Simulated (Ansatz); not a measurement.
Si₇, relaxed as a singlet with RKS r2SCAN-D4/def2-SVP in Ansatz, starting from the GFN1-xTB geometry. Force threshold 0.02 eV/Å.

The structure comes from a short search, and lower isomers may exist.

Start:

Cartesian coordinates in Å:
```
Si 0.671 1.761 -0.982
Si 0.130 1.551 1.446
Si -0.497 -2.047 -0.285
Si 1.276 -0.345 0.250
Si 0.279 -0.462 -2.055
Si -1.274 0.342 -0.253
Si -0.585 -0.800 1.879
```

**Question.** Estimate the energy that the relaxation releases and the steps that it takes.

**Answer.** 10.7 kJ/mol, in 4 steps; 6 s on 4 threads of Intel Xeon 6975P-C on a shared host. No frequencies were taken in this run, so the end may be a saddle point.

**Question.** Does the start keep its bonding and symmetry?

**Answer.** By distances, no bond broke or formed. The bond that changes most is Si4–Si6, from 2.69 to 2.53 Å (atoms count from 1). Point group D5h at the start, D5h at the end, both within 0.05 Å.

**Question.** Predict the relaxed structure.

**Answer.** 
```xyz
7

Si    0.6694    1.7608   -0.9842
Si    0.1328    1.5511    1.4469
Si   -0.4959   -2.0468   -0.2858
Si    1.1976   -0.3232    0.2362
Si    0.2805   -0.4628   -2.0553
Si   -1.1975    0.3231   -0.2364
Si   -0.5870   -0.8020    1.8786
```
Bond lengths: 16 × Si–Si 2.47 to 2.53 Å.
